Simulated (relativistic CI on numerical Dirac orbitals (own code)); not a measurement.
# Slater and spin-orbit integrals, Ir10+

Computed by Dirac-Coulomb-Breit CI, KLI orbitals optimised for each configuration, model QED, unscaled Slater integrals (own radial code, finite nucleus).

Slater integrals F^k, G^k are unscaled and averaged over j, outside the closed core [Kr] 4d10; ζ comes from projecting the Hamiltonian with its Breit term on Σ l·s of the shell.

- 4f14.5s2.5p5: ζ(5p) = 85968 cm⁻¹; <r>(5p) = 1.042, <r^2>(5p) = 1.215 (bohr units).
- 4f13.5s2.5p6: ζ(4f) = 6917.5 cm⁻¹; <r>(4f) = 0.5142, <r^2>(4f) = 0.3178 (bohr units).
- 4f14.5s2.5p4.5d: F^2(5p,5p) = 102990, ζ(5p) = 86738, F^2(5p,5d) = 90184, G^1(5p,5d) = 110360, G^3(5p,5d) = 69907, ζ(5d) = 7436 cm⁻¹; <r>(5p) = 1.04, <r^2>(5p) = 1.209, <r>(5d) = 1.238, <r^2>(5d) = 1.721 (bohr units).

Averages of the first 10 configurations, taken without configuration mixing, which lowers the lowest level and can move excited configurations by several eV; other configurations of the list can lie among them:

```csv
Configuration,Parity,States,Average energy above the lowest level (eV)
4f14.5s2.5p5,odd,6,6.1
4f13.5s2.5p6,odd,14,26.6
4f14.5s.5p6,even,2,58.0
4f14.5s2.5p4.5d,even,150,66.5
4f14.5s.5p5.5d,odd,120,116.7
4f14.5s2.5p4.5f,odd,210,123.8
4f13.5s2.5p5.5d,even,840,87.8
4f14.5s2.5p4.6s,even,30,97.3
4f14.5s2.5p4.5g,even,270,157.0
4f14.5s.5p5.5f,even,168,174.6
```
